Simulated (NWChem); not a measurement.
Molecule: C4H5BO; SMILES OB1C=CC=C1

```xyz
11

O      0.0828    -2.1542     0.0000
B      0.0182    -0.7966     0.0000
C      1.2821     0.1677     0.0000
C      0.7624     1.4209     0.0000
C     -0.7459     1.4129     0.0000
C     -1.2597     0.1562     0.0000
H     -0.8021    -2.5637     0.0000
H      2.3586    -0.0535     0.0000
H      1.3320     2.3657     0.0000
H     -1.3262     2.3515     0.0000
H     -2.3391    -0.0571     0.0000
```
Atoms are numbered in this order, from 1.

Level: PBE-D3(BJ)/def2-SVP (NWChem), optimised geometry, unscaled harmonic frequencies. 

Question: List the harmonic frequencies with IR intensities, and the thermochemistry.

Answer: 
```json
[
 {"frequency (cm⁻¹)": "143", "IR intensity (km/mol)": "2.7"},
 {"frequency (cm⁻¹)": "343", "IR intensity (km/mol)": "9.0"},
 {"frequency (cm⁻¹)": "382", "IR intensity (km/mol)": "7.5"},
 {"frequency (cm⁻¹)": "539", "IR intensity (km/mol)": "0.7"},
 {"frequency (cm⁻¹)": "580", "IR intensity (km/mol)": "21.4"},
 {"frequency (cm⁻¹)": "643", "IR intensity (km/mol)": "43.7"},
 {"frequency (cm⁻¹)": "686", "IR intensity (km/mol)": "3.2"},
 {"frequency (cm⁻¹)": "721", "IR intensity (km/mol)": "7.4"},
 {"frequency (cm⁻¹)": "740", "IR intensity (km/mol)": "119.6"},
 {"frequency (cm⁻¹)": "777", "IR intensity (km/mol)": "0.1"},
 {"frequency (cm⁻¹)": "922", "IR intensity (km/mol)": "71.2"},
 {"frequency (cm⁻¹)": "927", "IR intensity (km/mol)": "10.2"},
 {"frequency (cm⁻¹)": "964", "IR intensity (km/mol)": "0.0"},
 {"frequency (cm⁻¹)": "966", "IR intensity (km/mol)": "0.2"},
 {"frequency (cm⁻¹)": "1036", "IR intensity (km/mol)": "1.3"},
 {"frequency (cm⁻¹)": "1058", "IR intensity (km/mol)": "11.1"},
 {"frequency (cm⁻¹)": "1143", "IR intensity (km/mol)": "105.2"},
 {"frequency (cm⁻¹)": "1272", "IR intensity (km/mol)": "9.0"},
 {"frequency (cm⁻¹)": "1298", "IR intensity (km/mol)": "0.3"},
 {"frequency (cm⁻¹)": "1415", "IR intensity (km/mol)": "256.3"},
 {"frequency (cm⁻¹)": "1555", "IR intensity (km/mol)": "39.5"},
 {"frequency (cm⁻¹)": "1599", "IR intensity (km/mol)": "0.9"},
 {"frequency (cm⁻¹)": "3091", "IR intensity (km/mol)": "11.3"},
 {"frequency (cm⁻¹)": "3105", "IR intensity (km/mol)": "28.0"},
 {"frequency (cm⁻¹)": "3136", "IR intensity (km/mol)": "7.3"},
 {"frequency (cm⁻¹)": "3153", "IR intensity (km/mol)": "3.8"},
 {"frequency (cm⁻¹)": "3722", "IR intensity (km/mol)": "71.6"}
]
```

zero-point energy: 51.3 kcal/mol
thermal correction to the enthalpy at 298.15 K (with zero-point energy): 55.3 kcal/mol
heat capacity Cv: 20.4 cal/(mol K)
entropy at 298.15 K and 1 atm (symmetry number 1): 73.4 cal/(mol K)
dipole moment: 1.41 D

Rigid rotor and harmonic oscillator.
